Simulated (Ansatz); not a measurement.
`[NH2][Al]([Cl])[Br]` + NH₃ → `[NH2][Al]([NH2])[Br]` + HCl at 700 K and 1 bar (ligand exchange at the Al–Cl bond).

Isolated molecules relaxed with PBE0-D4/def2-TZVP in Ansatz; ΔE leaves out vibrations. CCSD(T)/CBS is the MP2 limit (def2-TZVPP, def2-QZVPP) plus CCSD(T) − MP2 in def2-TZVPP, frozen cores. This one scheme is used for every species. For Br outer-core shells are correlated without core-valence functions, which leaves a few kJ/mol of doubt a bond. Scalar relativity is left out up to krypton. Each species was taken in one conformer, which may not be the lowest.

```tsv
species	CCSD(T)/CBS energy (Eh)	H − E (kJ/mol)	S (J/(mol·K))
`[NH2][Al]([Cl])[Br]`	-3331.20678	133.7	423.8
NH₃	-56.50880	116.9	226.5
`[NH2][Al]([NH2])[Br]`	-2927.30575	207.1	440.9
HCl	-460.38127	38.4	211.8
```

H − E and S are ideal-gas, rigid-rotor, harmonic terms from PBE0-D4/def2-TZVP, for one conformer and one mirror image of each species. 1 Eh = 2625.50 kJ/mol, R = 8.31446 J/(mol·K).

Q: By hand: ΔE, ΔH, ΔS and ΔG.

A: ΔE = (-2927.30575) + (-460.38127) − (-3331.20678) − (-56.50880) = 0.02856 Eh = 75.0 kJ/mol. Δ(H − E) = 207.1 + 38.4 − 133.7 − 116.9 = -5.1, so ΔH = 69.9 kJ/mol. ΔS = 440.9 + 211.8 − 423.8 − 226.5 = 2.4 J/(mol·K). ΔG = 69.9 − 700 × (2.4)/1000 = 68.2 kJ/mol.

Q: By hand: the equilibrium constant, and the temperature at which ΔG would vanish if ΔH and ΔS stayed fixed.

A: log₁₀ K = −ΔG/(RT ln 10) = -5.1. ΔG = 0 at ΔH/ΔS = 29125 K, far beyond where these terms or the molecules hold.

The number of gas molecules stays the same, so ΔS is small and ΔH decides. A doubt of 5 kJ/mol in ΔE shifts log₁₀ K by 0.4 here. Other conformers and mirror images would add mixing entropy, several J/(mol·K) or more a flexible species. These are equilibria of isolated gas molecules and say nothing of rates. Largest T1 diagnostic: 0.008 (customary marks: 0.02 for closed shells, 0.045 for open ones).
